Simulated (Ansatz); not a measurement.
Ansatz (an electronic-structure program) input:
A basis named .json is the Basis Set Exchange file of that set.

Ansatz 0.2 input:
```yaml
crystal:
  periodic: [false, false, false]
  atoms:
    - {symbol: C, position_ang: [2.72453297, 0.83245986, 0.26216389]}
    - {symbol: Si, position_ang: [1.58824459, -0.58954752, 0.04178755]}
    - {symbol: O, position_ang: [0.04737365, -0.03816865, 0.01290477]}
    - {symbol: Si, position_ang: [-1.54797345, -0.38902189, -0.14365937]}
    - {symbol: C, position_ang: [-2.52876412, 1.19051050, -0.04372751]}
    - {symbol: H, position_ang: [3.80176776, 0.71390869, 0.31060065]}
    - {symbol: H, position_ang: [2.37228486, 1.85360391, 0.35423649]}
    - {symbol: H, position_ang: [1.75142067, -1.56455408, 1.15190880]}
    - {symbol: H, position_ang: [1.88863421, -1.30608960, -1.22556532]}
    - {symbol: H, position_ang: [-1.77492330, -1.06113118, -1.44757055]}
    - {symbol: H, position_ang: [-1.95177648, -1.32146684, 0.93832204]}
    - {symbol: H, position_ang: [-2.23986584, 1.87943819, -0.83980878]}
    - {symbol: H, position_ang: [-2.36767317, 1.68892327, 0.91412534]}
    - {symbol: H, position_ang: [-3.59726693, 0.98486614, -0.14389988]}
basis:
  gaussian:
    orbitals: aug-cc-pV_D+d_Z.json
magnetization: {spin_polarized: true, initial_magnetization: 1}
correlation: {method: ccsd_t, electrons: outside_noble_gas}
output: {forces: true}
```

Task: Predict the final energy.

Result: -734.56712 Eh (CCSD(T)/aug-cc-pV(D+d)Z). The basis has 214 functions.

It need not be the lowest isomer of its formula.
